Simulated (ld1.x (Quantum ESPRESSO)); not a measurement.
Results of a calculation; reference values are marked as such.
# Potentials for S (Z = 16) compared

Generated with ld1.x 7.5 (TM, RRKJ, ultrasoft, PAW), atompaw 4.2 or ONCVPSP 4.0.1. The cutoff is in Ry: for ld1.x and atompaw files where the sum of valence levels is converged to 10 mRy in a Bessel basis, for ONCV files where the hardest occupied wave has 1 mHa per electron of residual kinetic energy. The error is the largest all-electron minus pseudo excitation energy over each file’s own four to seven test configurations (ionisations up to +4, promotions, holes and added fractions of an electron), all of which were solved. The labels leave out finer settings (local radius, basis sizes, second energies), which also bear on the numbers. Spin-polarised tests are not counted. The rows are a selection from randomly drawn settings: files with unsolved tests, undetermined cutoffs or missed reference levels are left out.

| potential | cutoff (Ry) | largest error (meV) | bound ghosts |
| --- | --- | --- | --- |
| TM semilocal, PBE, scalar-relativistic, rc 1.05/1.25/1.05 (spd), local s, core correction yes, reference 3s1.75 3p4.25 | 80 | +226 | none |
| TM semilocal, LDA (PZ), scalar-relativistic, rc 1.45/1.50 (sp), local s, core correction yes, reference 3s2 3p4 | 40 | +95 | none |
| TM, PBE, scalar-relativistic, rc 1.15/1.40/1.35 (spd), local smoothed, core correction yes, reference 3s2 3p3 | 55 | +75 | none |

Fill in the row for S: TM, PBE, non-relativistic, rc 1.60/1.70/1.40 (spd), local d, core correction yes, reference 3s1.5 3p4.5.

cutoff 25 Ry, largest error +148 meV, bound ghosts: none.

Fill in the row for S: TM semilocal, PBE, scalar-relativistic, rc 1.10/1.30 (sp), local s, core correction yes, reference 3s2 3p4.

cutoff 70 Ry, largest error +212 meV, bound ghosts: none.

Fill in the row for S: TM, PBEsol, scalar-relativistic, rc 1.15/1.35/1.30 (spd), local p, core correction no, reference 3s2 3p1.

cutoff 60 Ry, largest error +119 meV, bound ghosts: none.
